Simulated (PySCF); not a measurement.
# CaCl from Hartree–Fock to correlated methods

State: ²Σ⁺ (doublet), unpaired electrons σ ↑. Set-up: PySCF, spin-free X2C with a Gaussian nucleus, basis sets Ca x2c-SVPall, Cl x2c-SVPall. De refers to Ca + Cl in their high-spin ground configurations, without counterpoise correction. The functionals are run spin-unrestricted. A positive dipole means Ca(−)Cl(+).

```
      Level  Re (Å)  ωe (cm⁻¹)  De (eV)  μ (D)
        UHF   2.494        370     3.61  -4.71
    UHF-MP2   2.470        372     3.81    n/a
UHF-SCS-MP2   2.475        371     3.66    n/a
   UHF-CCSD   2.474        371     3.55    n/a
UHF-CCSD(T)   2.474        370     3.58    n/a
        LDA   2.374        407     4.91  -3.86
        PBE   2.415        387     4.46  -3.90
     r²SCAN   2.425        389     4.70  -4.27
       PBE0   2.421        388     4.36  -4.17
    r²SCAN0   2.429        389     4.51  -4.43
       MN15   2.414        388     4.09  -4.64
```

(1) Which functional lies closest to UHF-CCSD(T) in De, which farthest, and by how much do they differ from it?

(2) What does the step from GGA to meta-GGA do here, going from PBE to r²SCAN?

(3) What does a quarter of exact exchange do here, going from r²SCAN to r²SCAN0?

Correlated steps freeze 10 core orbitals. Correlated levels converge slowly with the basis: in double zeta they bind strong bonds too weakly, by up to about 1 eV, and carry superposition errors of some tenths. The state was picked by a PBE0 search and need not be the measured ground state.

Results:

(1) Closest is MN15 (-6.0 pm in Re, +4.9 % in ωe, +0.51 eV in De against UHF-CCSD(T) in the same basis), farthest LDA (-10.0 pm in Re, +10.0 % in ωe, +1.33 eV in De). CCSD(T) converges more slowly with the basis than the functionals do and binds too weakly in this one, so the order can change at the basis-set limit.

(2) r²SCAN less PBE: +1.0 pm in Re, +0.5 % in ωe, +0.24 eV in De. 

(3) r²SCAN0 less r²SCAN: +0.4 pm in Re, +0.0 % in ωe, -0.19 eV in De. Exact exchange removes part of the self-interaction that spreads semilocal densities, and in most molecules shortens and stiffens the bond and lowers De; here Re goes the other way.
